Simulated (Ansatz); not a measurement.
System: LaO (charge 0, doublet). The spin state was set by rule; other spins were not relaxed. 
Structure (B3LYP-D3(BJ)/def2-TZVP (Ansatz, an electronic-structure program) minimum search):
```
La
O 1 1.9220
```
Charge 0, spin multiplicity 2.

Basis-set convergence of Hartree-Fock and CCSD correlation energies (hartree) with Ansatz. Valence correlation only, unless marked. UHF or UKS for open shells. Spin-orbit coupling is left out. Frozen are the shells of the preceding noble gas and the d and f shells that filled before the atom's block. In def2 rows, elements after Kr have scalar-relativistic effective core potentials.

```json
[
 {"basis": "def2-SVP", "functions": "46", "E(HF)": "-105.94315", "E(corr, CCSD)": "-0.24167"},
 {"basis": "def2-TZVPP", "functions": "87", "E(HF)": "-106.05191", "E(corr, CCSD)": "-0.29127"},
 {"basis": "def2-QZVPP", "functions": "138", "E(HF)": "-106.05959", "E(corr, CCSD)": "-0.30895"}
]
```

Extrapolating the two largest sets (X = 3 and 4) as X^-3: E(corr) = (64·(-0.30895) - 27·(-0.29127))/37 = -0.3219 Eh, an estimate of the basis-set limit. The largest set recovers 96.0 % of it, the smallest 75.1 %.
